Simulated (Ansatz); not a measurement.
Coupled-cluster run, C3H4F4O, SMILES `FCOC(F)C(F)F`.

```yaml
crystal:
  periodic: [false, false, false]
  atoms:
    - {symbol: F, position_ang: [-0.324275, 2.449897, -0.010799]}
    - {symbol: C, position_ang: [-1.088063, 1.439807, -0.533091]}
    - {symbol: O, position_ang: [-0.807696, 0.244038, 0.108141]}
    - {symbol: C, position_ang: [0.412031, -0.311855, -0.201400]}
    - {symbol: F, position_ang: [0.362362, -0.896901, -1.440866]}
    - {symbol: C, position_ang: [0.685586, -1.400099, 0.824286]}
    - {symbol: F, position_ang: [0.845180, -0.832288, 2.036253]}
    - {symbol: F, position_ang: [1.832683, -2.029937, 0.500535]}
    - {symbol: H, position_ang: [-2.137466, 1.659108, -0.338206]}
    - {symbol: H, position_ang: [-0.873589, 1.382735, -1.604385]}
    - {symbol: H, position_ang: [1.221782, 0.425790, -0.209747]}
    - {symbol: H, position_ang: [-0.128527, -2.130325, 0.869278]}
basis:
  gaussian: {orbitals: def2-TZVPP}
correlation: {method: ccsd_t}
```

```sh
$ ansatz run in.yaml --threads 2 --pin off --events-out ev --progress --plain --max-ram 22528MiB --backend cuda --devices 0, --max-vram 18GiB
```

Log, shortened:

```
Functional definition: HF
1948 factors; integrals over basis functions are off by at most 1.0e-3 eV
mean field evaluation 1: about -16017.3318 eV, gradient 4.8e1 eV
mean field evaluation 2: about -16017.7001 eV, gradient 4.8e1 eV
mean field evaluation 4: about -16021.9903 eV, gradient 4.6e0 eV
mean field evaluation 8: about -16022.0575 eV, gradient 2.8e-1 eV
mean field -16022.05776028 eV, -588.7997625496 hartree, gradient 1.9e-6 eV, S^2 0.000000; 0 other end points of the search recorded, 0 dependent functions left out
8 core orbitals not correlated: weight in the atoms' cores, before any rotation towards them, 1.000 or more for the frozen orbitals, at most 0.000 for the correlated occupied ones
reference -16022.05776028 eV, -588.7997625496 hartree; 25, 25 occupied and 271, 271 virtual orbitals, 1948 factors
second order -46.64181965 eV of doubles, -0.00000000 eV of singles
cycle   1  -46.14390012 eV  change    5.0e-1 eV  update   1.3e-1
cycle   2  -47.10683837 eV  change   -9.6e-1 eV  update   3.8e-2
cycle   3  -47.32264904 eV  change   -2.2e-1 eV  update   1.8e-2
cycle   4  -47.29509825 eV  change    2.8e-2 eV  update   3.7e-3
cycle   5  -47.29243342 eV  change    2.7e-3 eV  update   1.7e-3
cycle   6  -47.29466905 eV  change   -2.2e-3 eV  update   5.3e-4
cycle   7  -47.29439492 eV  change    2.7e-4 eV  update   1.9e-4
cycle   8  -47.29419861 eV  change    2.0e-4 eV  update   5.3e-5
cycle   9  -47.29420917 eV  change   -1.1e-5 eV  update   1.8e-5
perturbative correction -1.59239667 eV, -0.0585194984 hartree
Total energy: -16070.94436612 eV, -590.5963121776 hartree
```

Hardware: 2 threads of an AMD EPYC 7R13 on a shared host and a share of an NVIDIA H100 80 GB. Wall time 6 s, peak host memory 0.87 GiB.

The correlation energy is -48.887 eV, 3.3 % of it from (T); the T1 diagnostic reads 0.0120.
